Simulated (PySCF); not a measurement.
BrFMoO₂, multiplicity 1. Atoms are numbered in the order given.

```xyz
5

Mo     0.0447     0.6833     0.0000
O      0.9009     1.1985    -1.3426
O      0.9009     1.1985     1.3426
F     -1.6503     1.4171     0.0000
Br    -0.0411    -1.7322     0.0000
```
Charge 0, spin multiplicity 1.

Geometry: B3LYP-D3(BJ)/def2-SVP. The spin state was assumed, not searched. The structure was generated by enumeration; whether it is a known compound was not checked. The def2 effective core potentials stand for the cores of Mo; spin–orbit coupling is left out.

All values below come from PySCF with B3LYP-D3(BJ)/def2-SVP.

Frequencies are harmonic and unscaled.

| mode | ν (cm⁻¹) | IR (km/mol) | Raman (Å⁴/amu) | depolarisation | moving atoms (share of kinetic energy) |
|---|---|---|---|---|---|
| 1 | 136 | 2.0 | 1.9 | 0.74 | F 62 %, Mo 14 %, Br 14 %, O 10 % |
| 2 | 174 | 3.1 | 3.0 | 0.75 | O 67 %, Mo 20 %, Br 10 % |
| 3 | 224 | 1.6 | 2.2 | 0.33 | O 52 %, Br 36 %, F 10 % |
| 4 | 237 | 5.0 | 2.6 | 0.75 | O 51 %, F 41 % |
| 5 | 317 | 33.9 | 2.8 | 0.34 | O 37 %, Mo 32 %, Br 22 %, F 10 % |
| 6 | 385 | 18.5 | 3.7 | 0.35 | O 67 %, Mo 27 % |
| 7 | 720 | 114.4 | 4.3 | 0.08 | F 81 %, Mo 18 % |
| 8 | 1039 | 172.1 | 9.2 | 0.75 | O 81 %, Mo 19 % |
| 9 | 1063 | 108.1 | 30.0 | 0.03 | O 88 %, Mo 12 % |
